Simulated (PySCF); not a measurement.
**Static response to an electric field**

Methyl 3-chloropropanoate, C₄H₇ClO₂.
Cartesian coordinates in Å at the PBE0-D3(BJ)/def2-SVP level; atoms count from 1:
```
atom  x, y, z in Å
C1    -2.225   -0.282    0.819
O2    -0.821   -0.470    0.885
C3    -0.109    0.124   -0.075
O4    -0.597    0.786   -0.953
C5     1.364   -0.144    0.088
C6     2.176    0.546   -0.984
Cl7    3.917    0.214   -0.771
H8    -2.650   -0.843    1.659
H9    -2.626   -0.657   -0.133
H10   -2.481    0.784    0.906
H11    1.675    0.184    1.093
H12    1.528   -1.234    0.068
H13    2.037    1.634   -0.951
H14    1.889    0.202   -1.986
```

Level: wB97X-D/def2-SVPD (PySCF), static field, nuclei fixed, core orbitals frozen in the response. The polarisability tensor in these axes (au):

```
x   88.83  0.41 -5.56
y    0.41 58.52 -5.21
z   -5.56 -5.21 63.12
```

Question: What are the eigenvalues, a third of the trace, and Δα (Δα² = ½Σ(αi − αj)² over the three pairs)?

Answer: Principal values 54.90, 65.51 and 90.06 au; mean 70.16 au = 10.40 Å³ = 11.57 × 10⁻⁴⁰ C²·m²/J; Δα = 31.23 au (45 % of the mean).

Question: What is the dipole moment, and where does it point?

Answer: (-2.05, -0.78, 1.42) D, 2.61 D in size, pointing from the negative to the positive side. Measured along this direction, the outermost atoms are Cl7 at the negative end and H8 at the positive end.

Question: Give the eigenvalues of the traceless quadrupole moment Θ = ½Σq(3rr − r²1), origin at the centre of nuclear charge.

Answer: -7.61, 3.18, 4.42 D·Å. The values depend on the origin, since the dipole doesn't vanish. The electronic extent ⟨r²⟩ about the same centre is 1420 bohr², a root-mean-square distance of 2.49 Å for the 64 electrons.

Question: In a dilute gas of rigid molecules at 500 K, how does the orientational term μ²/3kT compare with the electronic polarisability?

Answer: In Gaussian units μ²/3kT = 33.00 Å³ against 10.40 Å³, a ratio of 3.17; the Debye molar polarisation (4π/3)N_A(α + μ²/3kT) is 109.5 cm³/mol, leaving out the vibrational part.

Question: Rayleigh depolarisation ratio (linearly polarised light, static tensor)?

Answer: ρ = 3Δα²/(45ᾱ² + 4Δα²) = 2926.2/(221487 + 3901.6) = 0.013.

Question: Estimate the molar refractivity from the static electronic polarisability.

Answer: Lorentz–Lorenz: R = (4π/3)N_A α = 2.5225 cm³/(mol·Å³) × 10.40 Å³ = 26.2 cm³/mol, in the limit of long wavelengths.

Question: Find the Langevin capture rate constant for O2+ (31.990 u) meeting this molecule (122.013 u), k = 2.342 × 10⁻⁹ cm³/s × √(α in Å³ / reduced mass in u).

Answer: The reduced mass is 25.34 u, so k = 1.50 × 10⁻⁹ cm³/s. The formula leaves out the permanent dipole, which adds to the capture rate.

One conformer (not necessarily the lowest) at the PBE0-D3(BJ)/def2-SVP geometry, without solvent, vibrations or thermal averaging.

These values come from a run that also computed excited states. Time: 42 s of wall time. Hardware: an Arm Neoverse V2 with one thread, no GPU (shared host).
